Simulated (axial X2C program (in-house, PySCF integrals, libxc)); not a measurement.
Testing model relations on NaCa⁺

A bond curve at the CCSD(T) level, two-component, was computed with an axial X2C code built on PySCF integrals (basis Ca dyall-cv3z [11s12p6d4f], Na dyall-cv3z [9s8p5d2f] (cores contracted in-house)) for the state Ω = 0 (closed shell). Its fit gives Re = 3.6531 Å, ωe = 130.6 cm⁻¹, ωexe = 0.527 cm⁻¹ and αe = 5.319e-04 cm⁻¹; the masses are 39.9626 and 22.9898 u. Two-component means X2C with spin–orbit coupling and atomic mean-field Coulomb and Gaunt terms.

Correlated methods: 2 electrons correlated (number of frozen shells: Ca 3 s, 2 p; Na 2 s, 1 p), 274 virtual spin orbitals or spinors in MP2, 50 natural virtuals in coupled cluster.

Find the reduced mass, Be and the force constant.

From the CCSD(T) values: μ = 14.5941 u. Be = 16.8576/(μ Re²) = 0.08656 cm⁻¹. k = 5.8918×10⁻⁷ μ ωe² = 0.147 mdyn/Å.

A Morse curve ties αe to the other constants (Pekeris). How well does that hold?

αe(Morse) = 6Be²/ωe × (√(ωexe/Be) − 1) = 5.051e-04 cm⁻¹; the CCSD(T) curve gives 5.319e-04 cm⁻¹, a ratio of 0.95.

Where do the fundamental and the first overtone lie?

ν(1←0) = ωe − 2ωexe = 129.5 cm⁻¹; ν(2←0) = 2ωe − 6ωexe = 258.0 cm⁻¹.

Estimate De from a Morse curve and compare with the computed well depth of 0.884 eV to Ca + Na+.

De(Morse) = ωe²/(4ωexe) = 1.003 eV against 0.884 eV computed, a ratio of 1.13. For De the Morse form works well here.

Give B0, the J = 1←0 line in GHz and the most populated J at 300 K (kT = 208.5 cm⁻¹).

B0 = Be − αe/2 = 0.08629 cm⁻¹; 2B0 = 5.174 GHz; J(max) ≈ √(kT/2B0) − 1/2 = 34.3, so J = 34.

The state is one determinant whose occupation by symmetry is held fixed; it was picked as the lowest of a PBE0 search that is not exhaustive. De is counted from the lowest determinant-based energies of the atoms at the same level, without counterpoise correction. CCSD and (T) use frozen natural virtuals with an MP2 correction for the truncation; (T) itself is uncorrected, so its De runs slightly low. The outer-core s and p shells of the metal are frozen in the correlated rows, which leaves out core–valence correlation; for alkali and alkaline-earth bonds that tends to lengthen them.
